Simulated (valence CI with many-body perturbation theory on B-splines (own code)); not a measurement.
# Questions on Er35+

Method: valence CI with perturbative core correlation (CI+MBPT): five valence electrons over a frozen Dirac-Fock core [Ar] 3d10, radial functions for each j: 11 s, 11 p, 10 d, 8 f, 5 g, 2 h, with the one-electron correlation potential Σ1, the two-electron term Σ2, the three-electron term Σ3, Breit, model QED; selected CI, second order for the rest, scaled by the run's own slope (own B-spline code, finite nucleus).

No measured spectrum was set against this ion. As an estimate, large intervals hold to a few tenths of a per cent, small ones and those within an open d or f shell to about a per cent. Among the levels kept, up to 2100 cm⁻¹ of a level comes from second order outside the variational space, and about a tenth of that is noise between levels of different J, which matters for small intervals.

Levels are named by their leading jj configuration (3d3/2^4 stands for four electrons in 3d with j = 3/2), which in mixed levels can hold well under half, so a name can repeat and another be missing.

Rates and lifetimes use the calculated energies. Strong lines usually hold to 10 to 20 %, long lifetimes can be off by a factor of two.

(1) What is the ground level?

(2) Where does the other parity begin?

(3) What is the ionisation energy?

(4) How well does LS coupling describe the low levels?

(5) Among levels below 421.51 eV, which E1 lines absorb most strongly from the ground level?

Answers

(1) (4s^2 4p1/2^2 4p3/2) J=3/2, composition 45 % 4s²4p³ ²P° + 28 % 4s²4p³ ⁴S° + 26 % 4s²4p³ ²D°, g = 1.382.

(2) At (4s^2 4p1/2^2 4d3/2) J=3/2, 131.89 eV.

(3) 1517.8 eV; NIST lists 1516 ± 5 eV (theoretical).

(4) Among the lowest 20 levels the leading LS term, summed over configurations, holds 53 % on average. For single configurations the figures are 49 % in LS and 86 % in jj coupling. Terms mix most in the J = 5/2 level at 153.37 eV, where the leading one holds 26 %.

(5) to (4s^2 4p1/2 4p3/2 4d3/2) J=5/2 at 6.069 nm, f = 0.715; to (4s^2 4p1/2 4p3/2 4d3/2) J=3/2 at 6.047 nm, f = 0.629; to (4s^2 4p1/2^2 4d5/2) J=5/2 at 8.084 nm, f = 0.289.
